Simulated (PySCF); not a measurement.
## MgGa⁺: one state, many levels of theory

State: ¹Σ⁺ (singlet), closed shell. Set-up: Mg 6-31G(d,p), Ga 6-31G(d,p); no relativity (PySCF 2.14). De refers to Mg + Ga⁺ in their ground configurations, without counterpoise correction. A positive dipole points towards Ga; it is taken about the centre of mass and depends on that origin.

| Level | Re (Å) | ωe (cm⁻¹) | De (eV) | μ (D) |
| --- | --- | --- | --- | --- |
| RHF-MP2 | 3.125 | 159 | 0.83 | n/a |
| RHF-SCS-MP2 | 3.151 | 154 | 0.77 | n/a |
| RHF-CCSD | 3.119 | 161 | 0.78 | n/a |
| RHF-CCSD(T) | 3.104 | 164 | 0.83 | n/a |
| PBE | 3.123 | 155 | 1.14 | -3.89 |
| revPBE | 3.157 | 150 | 1.07 | -3.90 |
| BLYP | 3.175 | 142 | 1.02 | -3.64 |
| r²SCAN | 3.095 | 162 | 1.17 | -4.26 |
| M06-L | 3.111 | 154 | 1.08 | -3.69 |
| PBE0 | 3.114 | 160 | 1.06 | -3.95 |
| CAM-B3LYP | 3.124 | 154 | 0.90 | -3.69 |

Q: Which functional lies closest to RHF-CCSD(T) in De, which farthest, and by how much do they differ from it?

A: Closest is CAM-B3LYP (+2.0 pm in Re, -6.1 % in ωe, +0.07 eV in De against RHF-CCSD(T) in the same basis), farthest r²SCAN (-0.9 pm in Re, -1.2 % in ωe, +0.34 eV in De). CCSD(T) converges more slowly with the basis than the functionals do and binds too weakly in this one, so the order can change at the basis-set limit.

Q: What does a quarter of exact exchange do here, going from PBE to PBE0?

A: PBE0 less PBE: -0.9 pm in Re, +3.2 % in ωe, -0.08 eV in De. Exact exchange removes part of the self-interaction that spreads semilocal densities, and in most molecules shortens and stiffens the bond and lowers De; so it does here.

Q: What does the triples do here, going from RHF-CCSD to RHF-CCSD(T)?

A: RHF-CCSD(T) less RHF-CCSD: -1.5 pm in Re, +1.9 % in ωe, +0.05 eV in De. Correlation nearly always deepens the well. The bond shortens, as in weak, metallic or heavy-atom bonds, where dispersion and the correlation of outer-core electrons pull the atoms together.

Correlated steps freeze 10 core orbitals. Closed-shell solutions of metal pairs were not tested for spin polarisation, which can lower them a little. Correlated levels converge slowly with the basis: in double zeta they bind strong bonds too weakly, by up to about 1 eV, and carry superposition errors of some tenths. For an ion De counts to the pair picked by the measured ionisation energies or electron affinities, which need not be the lowest pair at this level.
